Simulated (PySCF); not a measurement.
# BeH: from constants to spectrum

PBE0 constants of BeH, ²Σ⁺ (doublet), unpaired electrons σ ↑ (basis Be def2-TZVP, H def2-TZVP; no relativity; PySCF 2.14; masses 9.0122 and 1.0078 u):

* ωe: 2022.3 cm⁻¹
* ωexe: 32.9 cm⁻¹
* Be: 10.115 cm⁻¹
* αe: 0.280 cm⁻¹
* De to Be + H: 2.38 eV

(1) What force constant and bond length do these constants imply?

(2) Estimate the centrifugal constant D from the Kratzer relation and find the Dunham coefficient a1.

The state is the lowest determinant that a PBE0 search found; another state may lie lower at other levels.

## Answers

(1) Reduced mass μred = 0.90646 u; k = 5.8918×10⁻⁷·μred·ωe² (u, cm⁻¹, mdyn/Å) = 2.18 mdyn/Å; Re = √(16.8576/(μred·Be)) (u, cm⁻¹, Å) = 1.356 Å.

(2) D = 4Be³/ωe² = 0.00101 cm⁻¹; a1 = −1 − αeωe/(6Be²) = -1.92.
